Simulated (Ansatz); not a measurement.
Reaction (redistribution): `F[SiH2]N[SiH2][SiH3]` + `[SH][Ge]([Cl])([Cl])[Cl]` → `[SiH3][SiH2]N[SiH2]Cl` + `[F][Ge]([SH])([Cl])[Cl]`

Calculated with Ansatz (gas phase, PBE0-D4/def2-TZVP geometries, no zero-point term in ΔE). CBS: MP2 limit from def2 TZ/QZ plus the TZ coupled-cluster correction, frozen cores. For Ge outer-core shells are correlated without core-valence functions, which leaves a few kJ/mol of doubt a bond. Scalar relativity is left out up to krypton. Each species was taken in one conformer, which may not be the lowest.

```json
{"species": "`F[SiH2]N[SiH2][SiH3]`", "CCSD/def2-TZVPP energy (Eh)": "-1026.46740"}
{"species": "`[SH][Ge]([Cl])([Cl])[Cl]`", "CCSD/def2-TZVPP energy (Eh)": "-3853.23906"}
{"species": "`[SiH3][SiH2]N[SiH2]Cl`", "CCSD/def2-TZVPP energy (Eh)": "-1386.43411"}
{"species": "`[F][Ge]([SH])([Cl])[Cl]`", "CCSD/def2-TZVPP energy (Eh)": "-3493.25233"}
```

(1) Work out ΔE.

Largest T1 diagnostic among the species: 0.012.

## Answers

(1) ΔE = (-1386.43411) + (-3493.25233) − (-1026.46740) − (-3853.23906) = 0.02002 Eh = +52.6 kJ/mol. CCSD(T)/CBS gives +52.0 kJ/mol.

The D4 term adds −3.2 kJ/mol with B3LYP and −1.8 kJ/mol with PBE0; it sums over pairs of atoms, weighted by their polarisabilities, and B3LYP, whose exchange is more repulsive, gets the larger term. In def2-TZVPP, CCSD(T) changes the Hartree–Fock value by −6.3 kJ/mol (the triples alone add −1.3 kJ/mol) and MP2 by −4.3 kJ/mol.

B3LYP here is the variant with VWN-RPA as its local correlation; programs differ in this.
